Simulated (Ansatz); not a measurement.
Compare A (`C[SiH]1[CH2][Al]1[SH]`) with its isomer B (`C=C[SiH2][S][AlH2]`).

Calculated with Ansatz (gas phase, PBE0-D4/def2-TZVP geometries, no zero-point term in ΔE). CBS: MP2 limit from def2 TZ/QZ plus the TZ coupled-cluster correction, frozen cores. Functionals use def2-TZVPP. B3LYP here is the variant with VWN-RPA as its local correlation; programs differ in this. One conformer a species, not always the lowest.

**Question.** Which is lower in electronic energy at CCSD(T)/CBS, and by how much? (Estimate.)

**Answer.** Ansatz gave: B, by 14.8 kcal/mol.

**Question.** Give E(B) − E(A) in kcal/mol with r2SCAN-D4, ωB97M-V, CCSD(T)/def2-TZVPP, B3LYP-D4, PBE-D4, B3LYP, MP2/def2-TZVPP. (Estimate.)

**Answer.** The calculation gave: r2SCAN-D4 -9.9, ωB97M-V -14.2, CCSD(T)/def2-TZVPP -14.0, B3LYP-D4 -16.4, PBE-D4 -7.8, B3LYP -14.0, MP2/def2-TZVPP -13.6. None reverses the order clearly.

Largest T1 diagnostic: 0.012.

In def2-TZVPP, CCSD(T) changes the Hartree–Fock value by +10.6 kcal/mol (the triples alone add +0.8 kcal/mol) and MP2 by +11.0 kcal/mol. From PBE to PBE0 (25 % exact exchange), in def2-TZVPP and without D4, E(B) − E(A) moves by −1.3 kcal/mol.
